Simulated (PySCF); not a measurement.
Sn(OMe)(SH) (CH4OSSn), SMILES [O]([Sn][SH])C (connectivity only; charge and spin as stated), neutral, multiplicity 1.

Geometry optimised at B3LYP-D3(BJ)/def2-SVP. The def2 effective core potentials stand for the cores of Sn; spin–orbit coupling is left out. Other conformers were not sampled.

Method: PySCF 2.14.0 with C-PCM-M06-2X/def2-SVP.

The values are the electrostatic part of the solvation free energy, E(continuum) − E(gas) at the gas-phase geometry, in a cavity of scaled van der Waals radii (PySCF's table); cavitation and dispersion terms are not included. A continuum can't describe solvent molecules that bind to the metal. In vacuum the orbital gap is 6.75 eV. The dipole moment in vacuum is 1.94 D.

| solvent | ε | ΔG(elec) (kcal/mol) | dipole (D) | gap (eV) |
|---|---|---|---|---|
| water | 78.36 | -5.9 | 2.84 | 6.92 |
| n-hexane | 1.88 | [?] | [?] | [?] |
| 1-octanol | 9.86 | -5.3 | 2.73 | 6.90 |

Problem. What belongs in the gaps? (An estimate is asked for; the answer gives what the named calculation found.)

Solution. 
- n-hexane, ΔG(elec) (kcal/mol): -2.6
- n-hexane, dipole (D): 2.30
- n-hexane, gap (eV): 6.83
